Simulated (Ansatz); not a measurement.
A nudged elastic band was laid between two geometries of H₄N₂Zn (7 atoms, charge 0, multiplicity 1).

Level of theory: RHF/def2-SVPD in Ansatz 0.2.0.

```
movable images  : 7
climbing image  : yes
spring          : 5.0 eV/Å²
optimiser       : quadratic models (default)
start path      : through a guess of the saddle point
force threshold : 0.2 eV/Å
iteration limit : 60
end points      : relaxed
```

First end point:

```xyz
7
Properties=species:S:1:pos:R:3
N -1.534 -0.616 -0.798
Zn 0.001 0.000 -0.002
N 1.537 0.616 0.792
H -2.014 -1.454 -0.545
H -2.023 -0.153 -1.535
H 2.464 0.397 0.493
H 1.568 1.210 1.595
```

Last end point:

```xyz
7
Properties=species:S:1:pos:R:3
N -1.537 -0.613 -0.794
Zn 0.000 0.001 0.000
N 1.537 0.614 0.794
H -2.465 -0.390 -0.497
H -1.569 -1.220 -1.587
H 2.015 1.455 0.547
H 2.020 0.153 1.538
```

Task: Which bonds break or form, and what moves?

Result: No bond is made or broken.  The two ends are copies of one structure, up to a mirror image or an exchange of like atoms.

Task: What energy profile does the band end with?

Result: The forces met the threshold. The highest image is number 4 of 0 to 8, 0.060 eV above the ends, which have the same energy within 2 meV. The threshold of 0.2 eV/Å is loose, so the images may lie well off the minimum-energy path. Another band between the same ends (7 images) ends at a top of the same energy, where a vibrational analysis finds 1 clearly imaginary mode.

```
image  path coordinate (Å)  energy (eV)
    0                 0.00        0.000
    1                 0.32        0.009
    2                 0.65        0.030
    3                 0.97        0.051
    4                 1.29        0.060
    5                 1.61        0.051
    6                 1.94        0.029
    7                 2.26        0.009
    8                 2.58        0.000
```

Task: What is the geometry of the highest image?

Result: 
```xyz
7
Properties=species:S:1:pos:R:3:forces:R:3
N -1.505 -0.703 -0.797 0.02 0.03 -0.04
Zn 0.003 -0.005 -0.001 -0.03 0.01 0.02
N 1.499 0.712 0.800 0.04 -0.02 -0.02
H -2.333 -0.973 -0.307 0.01 0.00 0.00
H -1.694 -0.654 -1.778 0.00 -0.01 0.04
H 2.328 0.974 0.305 -0.03 0.00 0.02
H 1.701 0.648 1.777 -0.01 0.01 -0.02
```

The band took 5 iterations and about 100 core-seconds.

Run time: 50 s on 2 threads of Arm Neoverse V1, on a shared host, peak memory 0.21 GiB.
